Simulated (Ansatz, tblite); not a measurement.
GaN nanocrystals, H-capped: gap (eV) at several levels, gas phase, relaxed structures; Ansatz, xTB through tblite. Levels of anions in sets without diffuse functions are rough. A dash marks a value that wasn't run or was left out as unsound. The structures are stationary points that may keep the symmetry of their start.

```tsv
species	state	geometry	GFN1-xTB	GFN2-xTB	PBE-D4/def2-SVP	PBE-D4/def2-TZVP	PBE0-D4/def2-SVP	PBE0-D4/def2-TZVP
Ga3N3H12, cut from wurtzite	singlet	PBE0-D4/def2-SVP	6.64	7.19	5.93	5.65	8.00	7.71
Ga4N4H14, cut from wurtzite	singlet	r2SCAN-D4/def2-SVP	5.85	5.62	5.55	5.34	7.63	7.38
Ga5N4H16⁻, cut from zinc blende	singlet	PBE-D4/def2-SVP	5.69	6.03	4.81	4.54	6.85	6.53
Ga6N6H18, cut from wurtzite	singlet	PBE-D4/def2-SVP	5.58	5.00	5.02	4.76	7.10	6.75
Ga6N7H20⁺, cut from zinc blende	singlet	r2SCAN-D4/def2-SVP	5.43	4.74	5.03	4.79	7.15	6.86
Ga6N7H24⁺, cut from zinc blende, disc	singlet	PBE-D4/def2-SVP	5.75	5.01	4.93	4.73	7.07	6.81
Ga8N8H22, cut from wurtzite	singlet	r2SCAN-D4/def2-SVP	5.21	5.25	5.44	5.21	7.50	7.20
Ga9N9H24, cut from wurtzite	singlet	PBE-D4/def2-SVP	4.89	4.88	5.18	–	7.28	–
Ga9N10H26⁺, cut from wurtzite	singlet	r2SCAN-D4/def2-SVP	4.96	4.14	4.98	4.78	7.07	6.85
Ga11N10H28⁻, cut from wurtzite	singlet	PBE-D4/def2-SVP	4.47	4.30	4.57	4.28	6.62	6.25
Ga12N12H32, cut from zinc blende	singlet	PBE-D4/def2-SVP	4.50	4.32	4.93	4.66	7.02	6.69
Ga13N13H30, cut from zinc blende	singlet	r2SCAN-D4/def2-SVP	4.36	4.27	4.47	4.16	6.57	6.16
Ga13N14H34⁺, cut from wurtzite	singlet	PBE-D4/def2-SVP	4.23	3.60	4.20	4.00	6.28	6.02
```
